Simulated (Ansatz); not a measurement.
Steps of a relaxation of AlH₆NSiTe (`[SiH3][NH][AlH][TeH]`) with RKS PBE0-D4/def2-TZVP.

```sh
$ ansatz run in.yaml --threads 4 --pin off --events-out ev --progress --plain --max-ram 10444MiB
```

```yaml
crystal:
  periodic: [false, false, false]
  atoms:
    - {symbol: Si, position_ang: [-1.113710, 0.489027, -0.960136]}
    - {symbol: N, position_ang: [-0.598348, -0.712384, 0.211884]}
    - {symbol: Al, position_ang: [0.901637, -0.954196, 1.185368]}
    - {symbol: Te, position_ang: [2.895981, 0.622170, 1.048343]}
    - {symbol: H, position_ang: [-2.370068, 1.202039, -0.523707]}
    - {symbol: H, position_ang: [-0.007739, 1.499095, -1.100598]}
    - {symbol: H, position_ang: [-1.388242, -0.118139, -2.314220]}
    - {symbol: H, position_ang: [-1.306540, -1.439331, 0.381989]}
    - {symbol: H, position_ang: [0.970453, -2.210031, 2.163791]}
    - {symbol: H, position_ang: [2.099677, 1.570551, -0.089715]}
basis:
  gaussian: {orbitals: def2-TZVP}
hamiltonian: {xc: pbe0, dispersion: d4}
relax: {f_tol: 0.005, max_steps: 150}
```

Positions (Å) and forces (eV/Å) along the path, 6 of 6 steps:

```xyz
10
step=1 energy=-23351.2664 eV
Si   -1.114    0.489   -0.960    0.157   -0.236    0.260
N    -0.598   -0.712    0.212   -0.233    0.003   -0.124
Al    0.902   -0.954    1.185   -0.307    0.034   -0.193
Te    2.896    0.622    1.048   -0.345    0.115   -0.269
H    -2.370    1.202   -0.524    0.292   -0.183   -0.084
H    -0.008    1.499   -1.101   -0.254   -0.236    0.037
H    -1.388   -0.118   -2.314    0.065    0.119    0.327
H    -1.307   -1.439    0.382    0.436    0.453   -0.109
H     0.970   -2.210    2.164   -0.008    0.155   -0.118
H     2.100    1.571   -0.090    0.198   -0.223    0.274
10
step=2 energy=-23351.3007 eV
Si   -1.101    0.488   -0.953    0.096   -0.227    0.222
N    -0.594   -0.704    0.209   -0.032    0.092   -0.090
Al    0.896   -0.945    1.173   -0.353   -0.076   -0.125
Te    2.853    0.617    1.030    0.268   -0.039    0.170
H    -2.346    1.187   -0.516    0.066   -0.027   -0.029
H    -0.006    1.487   -1.091   -0.068   -0.048   -0.003
H    -1.374   -0.121   -2.289    0.016    0.041    0.064
H    -1.296   -1.423    0.375    0.117    0.122   -0.029
H     0.965   -2.189    2.146    0.007    0.019   -0.012
H     2.086    1.551   -0.082   -0.116    0.144   -0.169
10
step=3 energy=-23351.3089 eV
Si   -1.103    0.481   -0.948    0.034   -0.058    0.060
N    -0.599   -0.704    0.205    0.035    0.053   -0.020
Al    0.885   -0.940    1.165   -0.054   -0.008   -0.024
Te    2.870    0.618    1.038    0.003   -0.022    0.019
H    -2.343    1.181   -0.514   -0.013    0.008   -0.001
H    -0.014    1.479   -1.089    0.009    0.011   -0.004
H    -1.374   -0.123   -2.281   -0.007   -0.002   -0.014
H    -1.297   -1.420    0.372    0.003   -0.013    0.011
H     0.959   -2.182    2.137   -0.003   -0.007    0.005
H     2.098    1.559   -0.081   -0.007    0.038   -0.032
10
step=4 energy=-23351.3090 eV
Si   -1.097    0.479   -0.944   -0.005   -0.001   -0.001
N    -0.599   -0.706    0.207    0.000    0.000   -0.001
Al    0.880   -0.948    1.168    0.000    0.028   -0.020
Te    2.858    0.621    1.029    0.004    0.003    0.000
H    -2.337    1.181   -0.513   -0.006    0.006    0.002
H    -0.007    1.477   -1.084    0.002    0.001    0.000
H    -1.370   -0.122   -2.278    0.000   -0.002   -0.008
H    -1.298   -1.421    0.372   -0.008   -0.012    0.005
H     0.951   -2.191    2.140    0.010    0.004    0.002
H     2.101    1.578   -0.093    0.002   -0.026    0.021
10
step=5 energy=-23351.3094 eV
Si   -1.101    0.479   -0.947   -0.010   -0.006   -0.001
N    -0.601   -0.705    0.205    0.008   -0.005    0.008
Al    0.881   -0.942    1.164   -0.002   -0.002    0.000
Te    2.866    0.617    1.036    0.001    0.003   -0.001
H    -2.341    1.181   -0.513    0.001    0.002   -0.002
H    -0.011    1.477   -1.088    0.001    0.000    0.000
H    -1.375   -0.124   -2.281    0.000    0.003    0.000
H    -1.296   -1.423    0.374   -0.001    0.005   -0.005
H     0.955   -2.184    2.137    0.000    0.002   -0.001
H     2.107    1.573   -0.085    0.002   -0.002    0.003
10
step=6 energy=-23351.3094 eV
Si   -1.102    0.479   -0.947    0.002    0.001    0.000
N    -0.600   -0.705    0.205   -0.003   -0.001   -0.001
Al    0.881   -0.942    1.164    0.002    0.000    0.001
Te    2.866    0.617    1.037    0.000    0.000    0.000
H    -2.342    1.182   -0.514    0.000   -0.001    0.000
H    -0.011    1.475   -1.089   -0.001    0.000   -0.001
H    -1.377   -0.124   -2.281    0.000    0.000    0.001
H    -1.297   -1.422    0.373    0.000   -0.001    0.001
H     0.956   -2.184    2.137    0.000    0.000    0.000
H     2.109    1.573   -0.083    0.000    0.000    0.000
```

Run time 18 s (4 threads of an Intel Xeon Platinum 8488C on a shared host); peak host memory 0.55 GiB.
